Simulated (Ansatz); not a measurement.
Input for Ansatz (a first-principles code): R-CCSD(T)/def2-TZVPP on ClHOSn (SMILES [OH][Sn][Cl]), a point of a torsion scan. Elements past Kr take the def2 small-core potentials; no spin–orbit coupling. The run froze 15 orbitals, filled d shells among them.

Ansatz 0.2 input:
```yaml
crystal:
  periodic: [false, false, false]
  atoms:
    - {symbol: O, position_ang: [-1.16635682, 0.09202108, 0.21747572]}
    - {symbol: Sn, position_ang: [0.54547704, 1.11436978, -0.11564763]}
    - {symbol: Cl, position_ang: [1.40391191, -0.14210712, -1.94568874]}
    - {symbol: H, position_ang: [-1.57014959, -0.66961421, -0.19319293]}
basis:
  gaussian:
    orbitals: def2-TZVPP
magnetization: {spin_polarized: false}
correlation: {method: ccsd_t, electrons: outside_noble_gas}
scf: {lower_state_search: off}
```

Question: Give the final energy of this run.

Answer: -748.9899 hartree (reference determinant -748.4301, T1 diagnostic 0.016).

Question: How many basis functions does it have, and what does it roughly cost on one machine?

Answer: 137 functions; around 14 core-seconds (rough).
